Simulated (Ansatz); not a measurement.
A run for Ansatz (a quantum-chemistry and plane-wave program): R-CCSD(T)/def2-TZVPPD on GaH2I (SMILES [GaH2][I]), atoms moved off the minimum. Elements past Kr take the def2 small-core potentials; no spin–orbit coupling. Files ending in .json are basis or fitting sets from the Basis Set Exchange. The run froze 23 orbitals, filled d shells among them.

Ansatz 0.2 input:
```yaml
crystal:
  periodic: [false, false, false]
  atoms:
    - {symbol: Ga, position_ang: [-0.62604434, -1.08495177, 0.22710218]}
    - {symbol: H, position_ang: [-0.17558882, -2.36068042, 1.28401081]}
    - {symbol: H, position_ang: [-1.97973104, -1.35457058, -0.86093961]}
    - {symbol: I, position_ang: [0.50630613, 0.81488240, -0.23045005]}
basis:
  gaussian:
    orbitals: def2-TZVPPD.json
magnetization: {spin_polarized: false}
correlation: {method: ccsd_t, electrons: outside_noble_gas}
scf: {lower_state_search: off}
output: {forces: true}
```

Output:

```
WARN ansatz: RAYON_NUM_THREADS=1 ignored (pool sized by the plan → 1); use --threads N
Functional definition: HF
these checks for a lower state are left out or cut short: starts, cluster_reference, orbital_swaps, neighbouring_geometries, increment
integrals: 0.33 GiB planned
1048 factors; integrals over basis functions are off by at most 6.5e-4 eV
mean field: 0.47 GiB planned
mean field evaluation 1: about -60438.2278 eV, gradient 1.2e1 eV
mean field evaluation 2: about -60438.2533 eV, gradient 1.2e1 eV
mean field evaluation 4: about -60438.8217 eV, gradient 2.0e0 eV
mean field evaluation 8: about -60438.8355 eV, gradient 1.6e-1 eV
mean field -60438.83558764 eV, -2221.0862409318 hartree, gradient 2.3e-6 eV, S^2 0.000000; 0 other end points of the search recorded, 0 dependent functions left out
23 core orbitals not correlated
reference -60438.83558764 eV, -2221.0862409318 hartree; 6, 6 occupied and 118, 118 virtual orbitals, 1048 factors
densities: 1.14 GiB planned
second order -5.98255188 eV of doubles, -0.00000000 eV of singles
coupled cluster: 0.67 GiB planned
cycle   1  -6.55511689 eV  change   -5.7e-1 eV  update   6.5e-2
cycle   2  -6.78394933 eV  change   -2.3e-1 eV  update   2.2e-2
cycle   3  -6.80883162 eV  change   -2.5e-2 eV  update   7.9e-3
cycle   4  -6.80576118 eV  change    3.1e-3 eV  update   2.7e-3
cycle   5  -6.80551959 eV  change    2.4e-4 eV  update   9.0e-4
cycle   6  -6.80548682 eV  change    3.3e-5 eV  update   3.1e-4
cycle   7  -6.80548412 eV  change    2.7e-6 eV  update   9.0e-5
cycle   8  -6.80551038 eV  change   -2.6e-5 eV  update   3.1e-5
cycle   9  -6.80550784 eV  change    2.5e-6 eV  update   1.0e-5
cycle  10  -6.80550482 eV  change    3.0e-6 eV  update   3.5e-6
perturbative correction -0.24725666 eV, -0.0090865148 hartree
the calculation of the forces begins
mean field evaluation 16: about -60438.8356 eV, gradient 2.3e-6 eV
Total energy: -60445.88834913 eV, -2221.3454251357 hartree
Atom 0 at    -0.626044    -1.084952     0.227102 Å, force    -3.102695    -5.065789     0.256861 eV/Å
Atom 1 at    -0.175589    -2.360680     1.284011 Å, force    -0.321043     1.232841    -0.758949 eV/Å
Atom 2 at    -1.979731    -1.354571    -0.860940 Å, force     1.161643     0.201771     1.152403 eV/Å
Atom 3 at     0.506306     0.814882    -0.230450 Å, force     2.262095     3.631178    -0.650316 eV/Å
Dipole moment:     0.053914     0.070686     0.081996 e Å
Checks for a lower state left out: starts, cluster_reference, orbital_swaps, neighbouring_geometries, increment
```

The calculation finished and met its thresholds.

Cost: roughly 60 core-seconds.
